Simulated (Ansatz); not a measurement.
GeH₅NOS (`[NH2][GeH]([OH])[SH]`), relaxed with RKS PBE-D4/def2-SVP in the Gaussian-basis code of Ansatz from a rough embedded geometry. The force threshold is 0.03 eV/Å; the program also tests the step.

Charge 0, multiplicity 1.

Start:

```xyz
9

N     1.283   -0.845    0.324
Ge   -0.316   -0.198   -0.242
O    -0.280   -0.133   -2.024
S    -0.713    1.776    0.552
H     2.056   -0.137    0.062
H     1.295   -0.805    1.429
H    -1.462   -1.170    0.245
H    -1.235    0.112   -2.265
H    -0.629    1.400    1.918
```

```
         step  energy (eV)  largest force (eV/Å)  largest move (Å)
            1  -70942.8991                 2.319             0.000
            2  -70943.2015                 1.012             0.198
            3  -70943.2737                 0.834             0.142
 4 (rejected)  -70943.2391                 0.854             0.161
            5  -70943.3085                 0.257             0.080
            6  -70943.3215                 0.104             0.100
            7  -70943.3355                 0.128             0.150
            8  -70943.3355                 0.213             0.196
 9 (rejected)  -70943.3331                 0.172             0.073
           10  -70943.3447                 0.055             0.036
           11  -70943.3492                 0.034             0.100
12 (rejected)  -70943.3473                 0.342             0.146
           13  -70943.3522                 0.029             0.073
           14  -70943.3541                 0.106             0.074
           15  -70943.3548                 0.192             0.090
           16  -70943.3579                 0.101             0.060
           17  -70943.3621                 0.058             0.111
           18  -70943.3631                 0.068             0.067
19 (rejected)  -70943.3622                 0.197             0.070
           20  -70943.3641                 0.031             0.035
           21  -70943.3649                 0.051             0.100
           22  -70943.3653                 0.037             0.029
23 (rejected)  -70943.3651                 0.093             0.051
           24  -70943.3654                 0.008             0.016
```

End:

```xyz
9

N     1.406   -0.977    0.232
Ge   -0.266   -0.260    0.022
O    -0.486   -0.225   -1.761
S    -0.523    1.864    0.786
H     2.108   -0.535   -0.373
H     1.753   -0.977    1.197
H    -1.308   -1.164    0.730
H    -0.873    0.638   -2.002
H    -1.811    1.636    1.169
```

Run time 29 s (4 threads of a server CPU on a shared host); peak host memory 0.16 GiB.
